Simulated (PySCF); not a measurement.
Spinor energies of Eu⁶¹⁺ (europium, charge +61)

Start: 1s2. Calculated with PySCF 2.14 in an uncontracted even-tempered set (16 s from 19 bohr⁻², ratio 2.6; 12 p from 24 bohr⁻², ratio 2.6; 6 d from 25 bohr⁻², ratio 2.8; 3 f from 1100 bohr⁻², ratio 2.8): generalised Hartree-Fock with the X2C-1e Hamiltonian and a Gaussian nucleus; spin-orbit coupling (SO) screened by Boettger's factors.

```csv
spinor shell,electrons,"ε, screened SO (eV)",weight of nominal j (screened SO),"rms radius, screened SO (bohr)"
1s1/2,2,-55984.4,1.000,0.0252
```

| quantity | screened SO |
| --- | --- |
| E (hartree) | -4159.13396 |
| M_J | 0 |
| ⟨J²⟩ | 0.000 |
| ⟨L²⟩ | 0.000 |
| ⟨S²⟩ | 0.000 |

Breit and QED terms are absent; they matter most for the inner s and p1/2 levels.

Densities and radii are taken from the X2C orbitals without a picture-change correction, which distorts them close to the nucleus.
